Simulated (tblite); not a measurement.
C6H8N (doublet state).
Geometry (GFN2-xTB, Å), atoms numbered from 1 in this order:
```xyz
15
C6H8N angstrom
C      2.159    0.109   -0.315
C      0.881   -0.587   -0.053
C     -0.380    0.123    0.027
C     -0.324    1.534   -0.175
N     -0.296    2.668   -0.334
C     -1.678   -0.542   -0.456
C     -1.474   -0.340    1.000
H      2.072    0.790   -1.166
H      2.461    0.727    0.539
H      2.954   -0.606   -0.512
H      0.871   -1.646    0.140
H     -1.582   -1.538   -0.861
H     -2.390    0.084   -0.972
H     -1.236   -1.195    1.614
H     -2.043    0.427    1.502
```

Computed values, GFN2-xTB/tblite, gas phase, harmonic and unscaled. This tight-binding method is rough: wavenumbers can miss measured ones by several per cent, in bad cases by 10 to 20. One conformer, not necessarily the lowest. Open shells enter through the occupations alone, without spin polarisation, and single modes of such species can be off by tens of per cent. The optimisation stopped once no atom felt more than 0.01 eV/Å.

Lowest wavenumbers of the output (negative numbers stand for imaginary wavenumbers):
```
mode    cm-1
  1     -42.7
  2      75.4
  3     140.9
  4     188.0
  5     240.3
  6     306.5
  7     391.7
  8     443.2
  9     556.1
 10     557.2
```

Task: Is this structure a minimum?

Result: Not by this Hessian. 1 mode is imaginary beyond 20i (43i cm⁻¹), so at this level the point lies at or near a first-order saddle. The curvature is small, so loose convergence or finite differences may be the whole cause.

Task: Which atoms move in the imaginary mode?

Result: 43i: H9 (hydrogen on carbon) 38 %, H8 (hydrogen on carbon) 31 %, H10 (hydrogen on carbon) 27 %. These are shares of the mass-weighted motion.

Task: What is the remedy?

Result: Step along that mode in both directions, optimise again with tighter thresholds and repeat the frequencies. The zero-point energy of this point (75.0 kcal/mol) counts the 38 real modes alone, and thermal corrections from it aren't those of a minimum.
